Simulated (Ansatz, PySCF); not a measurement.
Reaction (SMILES): COC(C)OC -> [CH2]OC(C)OC + H atom (the C-H bond at the site shown breaks; other sites are not compared here)
Structures are relaxed separately at B3LYP-D3(BJ)/def2-TZVP in Ansatz (a first-principles code), one conformer each, not searched for the lowest. Frequencies are from Ansatz or PySCF.

Quantity: bond dissociation energy (0 K, with B3LYP-D3(BJ) harmonic zero-point energies), in kJ/mol. Correlated levels leave the core frozen unless marked. Open shells are spin-unrestricted. Spin-orbit coupling is left out. Non-relativistic. CBS marks a two-point X^-3 extrapolation of the correlation energy; Hartree-Fock from the larger set. [CCSD(T)-MP2]/basis is that difference in the basis named.

```csv
level,program,bond dissociation energy (kJ/mol),minus last row
HF/6-31G*,Ansatz,301.5,-95.8
B3LYP/def2-TZVPD,Ansatz,380.3,-17.0
PBE0/def2-SVP,Ansatz,375.7,-21.6
r2SCAN0-D4/def2-TZVPD,Ansatz + dftd4,372.6,-24.7
r2SCAN0/def2-TZVPD,Ansatz,372.1,-25.2
HSE06-D4/def2-TZVPD,Ansatz + dftd4,376.1,-21.2
CAM-B3LYP-D3(BJ)/def2-TZVPD,Ansatz + dftd3,383.7,-13.6
MP2/STO-3G,Ansatz,437.9,40.6
MP2/6-31G,Ansatz,351.4,-45.9
SCS-MP2/6-31G*,Ansatz,369.2,-28.1
CCSD/STO-3G,Ansatz,446.3,49.0
CCSD/6-31G*,Ansatz,364.7,-32.6
CCSD/cc-pVTZ,Ansatz,388.8,-8.5
CCSD(T)/cc-pwCVTZ,Ansatz,390.6,-6.7
"RI-MP2/CBS(cc-pVTZ,cc-pVQZ)+[CCSD(T)-MP2]/cc-pVTZ",Ansatz,397.3,0.0
```
